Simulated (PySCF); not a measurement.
Worked example: dipole moment from atomic charges

C5H3Cl, SMILES C#CC=C=CCl. Atoms are numbered in the order given.

```xyz
9

C      3.2864    -0.7415     0.7135
C      2.2887    -0.7101     0.0243
C      1.1412    -0.6799    -0.8173
C     -0.0928    -0.5023    -0.3880
C     -1.3194    -0.3404     0.0246
Cl    -2.0786     1.2121     0.1711
H      4.1648    -0.7667     1.3318
H      1.3090    -0.8164    -1.8956
H     -1.9617    -1.1786     0.3118
```
Charge 0, spin multiplicity 1.

Geometry optimised at PBE0-D3(BJ)/def2-SVP. This is a generated structure with no PubChem entry under its InChIKey; it may be hypothetical.

Charges (e) from ωB97X/def2-TZVP in PySCF:

| atom | ESP fit | Mulliken |
|---|---|---|
| C1 | -0.590 | -0.072 |
| C2 | 0.312 | -0.158 |
| C3 | -0.403 | -0.100 |
| C4 | 0.204 | -0.126 |
| C5 | -0.310 | -0.052 |
| Cl6 | -0.027 | -0.057 |
| H7 | 0.358 | 0.220 |
| H8 | 0.229 | 0.168 |
| H9 | 0.227 | 0.177 |

The dipole moment of the full density is 1.33 D.

Task: What dipole moment does each set of point charges give, and which comes closer to that of the density?

Result: 
μ = Σ q r, and 1 e Å = 4.8032 D.
ESP fit: Σ q r = (0.107, -0.269, -0.062) e Å, |μ| = 1.42 D.
Mulliken: Σ q r = (0.275, -0.269, 0.094) e Å, |μ| = 1.90 D.
ESP fit comes closer in size. Point charges leave out the atoms' own dipoles (lone pairs, polarised bonds); fits to the potential absorb them, partitions of the density don't.
